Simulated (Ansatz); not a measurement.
A run for Ansatz (an electronic-structure program): R-CCSD(T)/def2-SVPD on CH4O2Sn (a complex), monomers drawn apart or pushed together. Elements past Kr take the def2 small-core potentials; no spin–orbit coupling. The run froze 12 orbitals, filled d shells among them.

Ansatz 0.2 input:
```yaml
crystal:
  periodic: [false, false, false]
  atoms:
    - {symbol: Sn, position_ang: [-0.29400448, 0.54737426, -0.04775112]}
    - {symbol: H, position_ang: [0.94174952, 0.11055974, -1.14051552]}
    - {symbol: H, position_ang: [-1.47058180, 1.49212606, -0.84733747]}
    - {symbol: H, position_ang: [-1.02929679, -0.86100457, 0.58325939]}
    - {symbol: H, position_ang: [0.37245203, 1.44503887, 1.24546580]}
    - {symbol: O, position_ang: [1.52343988, -1.51148963, 3.27895700]}
    - {symbol: C, position_ang: [0.61138187, -1.12935698, 3.88545504]}
    - {symbol: O, position_ang: [-0.30016423, -0.74729839, 4.49093746]}
basis:
  gaussian:
    orbitals: def2-SVPD
magnetization: {spin_polarized: false}
correlation: {method: ccsd_t, electrons: outside_noble_gas}
scf: {lower_state_search: off}
```

The head of its log:

```
WARN ansatz: RAYON_NUM_THREADS=1 ignored (pool sized by the plan → 1); use --threads N
Functional definition: HF
these checks for a lower state are left out or cut short: stability, starts, cluster_reference, orbital_swaps, neighbouring_geometries, increment
integrals: 0.30 GiB planned
1390 factors; integrals over basis functions are off by at most 5.1e-4 eV
mean field: 0.43 GiB planned
mean field evaluation 1: about -10966.1959 eV, gradient 3.9e1 eV
mean field evaluation 2: about -10966.6128 eV, gradient 4.1e1 eV
mean field evaluation 4: about -10969.7074 eV, gradient 2.7e0 eV
mean field evaluation 8: about -10969.7590 eV, gradient 1.6e-1 eV
mean field -10969.75910438 eV, -403.1312115162 hartree, gradient 5.3e-6 eV, S^2 0.000000; 0 other end points of the search recorded, 0 dependent functions left out
12 core orbitals not correlated, not the lowest: weight in the atoms' cores, before any rotation towards them, 0.998 or more for the frozen orbitals, at most 0.001 for the correlated occupied ones
reference -10969.75910438 eV, -403.1312115162 hartree; 12, 12 occupied and 106, 106 virtual orbitals, 1390 factors
```

Q: What total energy does the run end on?

A: -403.7890 hartree (reference determinant -403.1312, T1 diagnostic 0.016).
